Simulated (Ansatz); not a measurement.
Coupled-cluster diagnostics for Na₉⁺, Ansatz.

Geometry of the singlet (r2SCAN/def2-SVP):

```xyz
9

Na    0.0032    1.2599    1.1307
Na    0.7978    2.1995   -2.0206
Na   -2.6468    2.6999   -0.4148
Na    3.0777    0.1609    0.2490
Na    1.2616   -0.8043    3.4946
Na    0.3399   -2.4619    0.3559
Na    1.5094   -1.4598   -2.8415
Na   -1.7366   -0.6080   -1.7075
Na   -2.6061   -0.9861    1.7543
```

Correlated methods freeze 9 core orbitals; core or outer-core shells of Na are correlated, in sets that lack core-valence functions. Another isomer (singlet) lies 0.03 eV lower at PBE0/def2-TZVP; other spin states weren't run for this one.

Problem. Estimate the CCSD(T) correlation energy, the shares of MP2 and (T), T1 and the reference's ⟨S²⟩ for: charge 1, singlet, own geometry in def2-SVP; and the rough time on 4 threads of Arm Neoverse V2 on a shared host.

Solution. 
```json
{"state": "charge 1, singlet, own geometry", "basis": "def2-SVP", "correlation (eV)": "-4.420", "MP2 share (%)": "79.8", "(T) share (%)": "8.9", "T1": "0.009", "⟨S²⟩ (pure)": "0.00 (0.00)", "wall time": "94 s", "remarks": "restricted SCF unstable"}
```
Customary marks for T1 are 0.02 (closed shells), 0.045 (open shells) and about 0.05 (3d metals). T1 stays under 0.02 throughout.
